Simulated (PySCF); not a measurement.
Configurations of TbO

Unrestricted PBE0; PySCF, spin-free X2C with a Gaussian nucleus, basis sets Tb x2c-TZVPall, O x2c-TZVPall. The search starts from ions with several 4f fillings and holds each by maximum overlap.

The lowest solution has 2Ms+1 = 8, about 8.1 4f electrons, near 1.78 Å.

The lowest solution of each spin and filling, followed along the bond (rough minima from three points):

```json
{"2Ms+1": "8", "4f population": "8.11", "⟨S²⟩ at the start": "15.77", "R at minimum (Å)": "1.78", "Te (eV)": "0.00"}
{"2Ms+1": "6", "4f population": "8.12", "⟨S²⟩ at the start": "9.75", "R at minimum (Å)": "1.78", "Te (eV)": "0.22"}
```

Solutions at the starting distance of 1.946 Å, counted from the lowest; the search is not exhaustive:

```tsv
2Ms+1	4f population	E (eV)	⟨S²⟩	⟨Lz²⟩	μ (D)
8	8.11	0.00	15.77	4.0	-5.76
8	8.12	0.03	15.78	8.9	-5.63
6	8.12	0.23	9.75	4.0	-5.53
6	8.13	0.27	9.76	8.8	-5.41
8	8.05	0.49	15.77	0.0	-5.81
6	8.05	0.69	9.76	0.0	-5.67
8	8.08	1.55	15.77	8.0	-8.25
6	8.43	1.90	9.41	9.5	-5.55
8	8.12	1.94	15.77	5.0	-4.64
6	8.39	1.96	9.45	6.2	-5.39
6	8.09	1.98	9.76	8.0	-8.21
8	8.90	3.63	15.82	9.0	-2.45
8	8.98	3.69	15.78	10.0	-2.50
```

Partly filled real f orbitals mix terms, so no term symbols are given. A population far from a whole number shows f orbitals mixing with d and ligand orbitals, not a clean configuration. A positive dipole means Tb(−)O(+).

Spin–orbit coupling is left out. Counting both spins, an empty level lies below a filled one in some of these solutions, because spin and occupation are held. With d or f electrons several states lie close, and the lowest PBE0 determinant need not be the measured ground state.
